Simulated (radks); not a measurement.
Problem. The mean radii <r> (bohr) of the occupied orbitals of an atom or ion are listed with their occupations. Method: non-relativistic Kohn-Sham, LDA (Slater exchange, Perdew-Wang correlation), spin-unpolarised, spherical densities, point nucleus; computed with a radial shooting solver on a logarithmic mesh with Libxc functionals.

orbital  occ.      <r>
1s          2  0.01942
2s          2  0.08184
2p          6  0.06915
3s          2   0.2066
3p          6   0.1968
3d         10   0.1720
4s          2   0.4462
4p          6   0.4482
4d         10   0.4498
4f         10   0.4450

Name the element and its charge.

Solution. Z = 78, platinum, charge +22: Pt22+ in [Kr] 4d10 4f10. The 1s radius gives Z: for a bare nucleus <r> = 1.5/Z, 0.01923 bohr for Z = 78, and screening makes it slightly larger (0.01942 here). The occupations add up to 56, and the charge is Z minus that.
